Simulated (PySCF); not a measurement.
All of these have the formula C4H6ClFO2. Computed with PySCF 2.14.0, density-fitted response routines, TDDFT PBE0/def2-SVPD, vertical, gas phase, core orbitals frozen in the response. Geometries: GFN2-xTB; one conformer of each isolated species. Triplets are in the Tamm–Dancoff approximation.

A. `COC[C@H](F)C(=O)Cl`
B. `O=C(C[C@@](C)(Cl)F)O`
C. `F[C@H](Cl)C1OCCO1`

Lowest singlet levels (six at most, fewer where fewer were computed) with oscillator strengths:

1. 7.02 eV (f 0.020); 7.41 eV (f 0.010); 7.46 eV (f 0.001); 7.80 eV (f 0.006); 7.97 eV (f 0.041); 8.07 eV (f 0.004); T1 6.54 eV
2. 4.87 eV (f 0.001); 5.46 eV (f 0.002); 6.25 eV (f 0.001); 6.78 eV (f 0.023); 7.06 eV (f 0.015); 7.42 eV (f 0.017); T1 4.29 eV
3. 5.76 eV (f 0.002); 7.02 eV (f 0.007); 7.30 eV (f 0.007); 7.56 eV (f 0.069); 7.77 eV (f 0.001); 7.93 eV (f 0.023); T1 5.25 eV

Question: Which spectrum belongs to which structure?

Answer: 1 = C, 2 = A, 3 = B.
- A: S1 at 4.87 eV, HOMO-1→LUMO (89%), HOMO→LUMO (9%); S1 has the pattern of n→π* at C=O; HOMO -8.22 and LUMO -1.62 eV.
- B: S1 at 5.76 eV, HOMO→LUMO (88%); S1 has the pattern of n→π* at C=O; HOMO -8.55 and LUMO -0.63 eV.
- C: S1 at 7.02 eV, HOMO→LUMO (92%); Löwdin shares by element: HOMO oxygen 44%, carbon 23% or more (atoms not listed hold the other 33%); LUMO chlorine 38%, carbon 19% or more, oxygen 8% or more, hydrogen 6% or more (atoms not listed hold the other 29%); HOMO -7.99 and LUMO 0.35 eV.
